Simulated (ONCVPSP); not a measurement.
Cutoff test, Tl (Z = 81), ONCV

ONCVPSP 4.0.1 input, shortened (lines: element, Z, core and valence counts, functional; n l f; lmax; l rc ep ncon nbas qcut; lloc lpopt rc5 dvloc0; l nproj debl; icmod fcfact rcfact), LDA (Perdew-Wang 92), fully relativistic:

```
  Tl 81.00   13    2  -001012      upf
    1    0    2.00
    2    0    2.00
    2    1    6.00
    3    0    2.00
    3    1    6.00
    3    2   10.00
    4    0    2.00
    4    1    6.00
    4    2   10.00
    4    3   14.00
    5    0    2.00
    5    1    6.00
    5    2   10.00
    6    0    2.00
    6    1    1.00
    1
    0    1.65    0.00    3    6    4.00
    1    2.20    0.00    5    8    3.20
    4    3    1.60    2.00
    0    2    0.70
    1    2    1.10
    3    2.75    1.40
```

Open shells are filled in proportion to 2j + 1.

Problem. For each optimised wave give the share of its norm inside rc, the residual kinetic energy above qcut (Ha) and the cutoffs (Ha) for errors of 10, 1, 0.1 and 0.01 mHa per electron.

Solution.

```
               wave  norm inside rc  residual KE  10 mHa  1 mHa  0.1 mHa  0.01 mHa
                 6s           0.150      4.3e-03     3.9   30.8     42.1      83.6
      s projector 2           0.072      1.0e-03     3.9    8.2     53.9      65.7
           6p j=3/2           0.107      4.8e-03     1.0   30.3     38.7      43.6
p projector 2 j=3/2           0.216      2.0e-02     6.4   41.0     51.9      57.7
           6p j=1/2           0.193      9.7e-04     1.5    5.2     23.8      38.9
p projector 2 j=1/2           0.237      2.1e-02    12.0   44.8     52.9      58.2
```

The occupied waves need 31 Ha and 42 Ha for 1 and 0.1 mHa. Note: ghosts flagged at negative energy: s at -184.0 eV, p3/2 at -62.7 eV; GHOST(+) flagged for p1/2 at 76.9 eV. A true bound ghost makes a file unfit for plane-wave use.
